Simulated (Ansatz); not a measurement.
GeI₄, charge -1, doublet, at a GFN2-xTB geometry (a state made from the parent by changing its charge; the spin is typed, not shown lowest) (core potentials on I) (a gas-phase anion, which may not be bound at this level). Base run: PBE/def2-SVP (Ansatz, a first-principles code).

Geometry (Å):
```xyz
5

I     -1.0150     2.4431    -0.8307
Ge     0.0000     0.0000     0.0000
I     -1.8932    -1.9806    -0.4265
I      0.6148     0.1247     2.7010
I      2.2934    -0.5872    -1.4438
```
Charge -1, spin multiplicity 2.
Orbitals are unrestricted.
All else is at Ansatz's defaults.

The base run was repeated with changes; each row names its change, and settings that it needs were set with it.

| change | E (Eh) | <S^2> | core-seconds (rough) |
|---|---|---|---|
| base | -3267.44494 | 0.751 | 30 |
| functional = b3lyp5 | -3267.71623 | 0.754 | 20 |
| functional = revpbe | -3267.80667 | 0.751 | 30 |
| functional = SVWN5 | -3263.03417 | 0.750 | 10 |
| functional = lc_wpbe | -3267.64315 | 0.784 | 10 |
| functional = b3lyp; dispersion = d4 | -3268.24677 | 0.754 | 20 |
| functional = B97M-V | -3267.34998 | 0.755 | 40 |
| functional = blyp | -3267.63638 | 0.751 | 40 |

Absolute energies of different levels of theory aren't comparable as measures of quality.

A gas-phase anion may not be bound at this level; its values then depend on the basis.
